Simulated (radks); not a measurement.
Results of a calculation; reference values are marked as such.
Question: The mean radii <r> (bohr) of the occupied orbitals of an atom or ion are listed with their occupations. Level of theory: non-relativistic Kohn-Sham, LB94 model potential, spin-polarised, spherical densities, point nucleus (a radial shooting solver on a logarithmic mesh with Libxc functionals).

orbital  occ.     <r>
1s up       1  0.3247
1s down     1  0.3285
2s up       1   1.632

Name the element and its charge. Open shells, if any, are filled with parallel spins first.

Answer: Z = 5, boron, charge +2: B2+ in [He] 2s1. The 1s radius gives Z: for a bare nucleus <r> = 1.5/Z, 0.3 bohr for Z = 5, and screening makes it slightly larger (0.3247 here). The occupations add up to 3, and the charge is Z minus that.
